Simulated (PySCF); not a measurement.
# Computed properties of SeCl3, SMILES Cl[Se+](Cl)Cl, charge +1

SeCl3, SMILES Cl[Se+](Cl)Cl, charge +1. Coordinates come from a PBE0-D3(BJ)/def2-SVP optimisation. The spin state was assumed, not searched. The isomer is the one that the SMILES or the coordinates give; other isomers of the formula were not compared. One conformer was computed; it need not be the lowest. All values are computed for the isolated molecule unless a solvent is named; none is compared with measurement here.

**Structure.** The optimised structure has C3v symmetry. All 6 harmonic modes at PBE0-D3(BJ)/def2-SVP (PySCF) are real, so it is a minimum. With heavy atoms numbered as in [Se+:1]([Cl:2])([Cl:3])[Cl:4], the shortest bond between them is Se1–Cl2 at 2.119 Å and the longest Se1–Cl3 at 2.119 Å.

**Vibrations.** The strongest infrared lines (harmonic, unscaled, degenerate partners summed) lie at 435 cm⁻¹ (113 km/mol, Cl 64 %, Se 36 %), 443 cm⁻¹ (6 km/mol, Cl 76 %, Se 24 %), 202 cm⁻¹ (2 km/mol, Cl 66 %, Se 34 %). The softest mode is at 157 cm⁻¹ and the zero-point energy is 2.6 kcal/mol.

**Electronic structure.** M06-2X/def2-TZVPD (PySCF) places the frontier levels at -16.26 and -7.84 eV, a gap of 8.42 eV and a mean polarisability of 66.0 bohr³.

**Excitations.** TDA-CAM-B3LYP/def2-SVPD (PySCF) has S1 at 4.75 eV (261 nm, f = 0.008, weak); the most intense of the 10 singlets computed lies at 5.70 eV (f = 0.02). Strengths of degenerate partners are summed. T1 (TDA) is at 4.05 eV, 0.70 eV under S1. No vertical singlet excitation falls in the visible range (under 3.1 eV).
